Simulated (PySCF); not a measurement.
Computed with PBE0-D4/def2-TZVP (PySCF). Gas-phase values, no solvent. One relaxed conformer stands for a flexible species; it need not be the lowest. Excitations are Tamm–Dancoff values on a coarser integration grid. The basis has no diffuse functions, so Rydberg states are missing or too high.

Reference species (SMILES): `O[SiH3]` (neutral, multiplicity 1).

```json
{
 "S1 excitation (TDA)": "7.14 eV",
 "T1 excitation (TDA)": "6.72 eV",
 "S1 oscillator strength": "0.002",
 "HOMO": "-8.73 eV"
}
```

After one change: the S1 excitation (TDA) decreases by 3.77 eV; the T1 excitation (TDA) drops by 4.15 eV; the S1 oscillator strength is nearly the same; the HOMO rises by 1.34 eV.

Task: What was changed between the two runs? The new species is one of these.
A. `O[SiH2]B(O)O`
B. `O[SiH2][AlH2]`
C. `OC[SiH2]O`
D. `O=C[SiH2]O` (O–C–Si–O torsion 0°, C–Si–O–H torsion 0°)

Result: D, `O=C[SiH2]O` (O–C–Si–O torsion 0°, C–Si–O–H torsion 0°)
